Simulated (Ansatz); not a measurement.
C7H14 can be A, `CC(C)=CC(C)C`, or B, `C=CCCCCC`.

Calculated with Ansatz (gas phase, PBE0-D4/def2-TZVP geometries, no zero-point term in ΔE). CCSD(T)/CBS is the MP2 limit (def2-TZVPP, def2-QZVPP) plus CCSD(T) − MP2 in def2-TZVPP, frozen cores. DFT in def2-TZVPP. B3LYP here is the variant with VWN-RPA as its local correlation; programs differ in this. Each species was taken in one conformer, which may not be the lowest.

Which is lower in electronic energy at CCSD(T)/CBS, and by how much? (Best estimate.)

Ansatz gave: A, by 25.4 kJ/mol.

Give E(B) − E(A) in kJ/mol with B3LYP, PBE0-D4, B3LYP-D4, MP2/def2-TZVPP, CCSD(T)/def2-SVP, LDA (SPW92), r2SCAN-D4. (An estimate is asked.)

The calculation gave: B3LYP 26.3, PBE0-D4 29.9, B3LYP-D4 28.6, MP2/def2-TZVPP 31.1, CCSD(T)/def2-SVP 26.7, LDA (SPW92) 36.1, r2SCAN-D4 31.0. None reverses the order clearly.

Largest T1 diagnostic: 0.009.

In def2-TZVPP, CCSD(T) changes the Hartree–Fock value by +7.6 kJ/mol (the triples alone add +2.0 kJ/mol) and MP2 by +12.7 kJ/mol. Leaving LDA and LC-ωPBE aside and taking each functional with its dispersion term where it has one, the values, not all of them listed here, spread over 6.4 kJ/mol, from ωB97X-V to revPBE-D4. LDA lies +5.8 kJ/mol from PBE without D4.
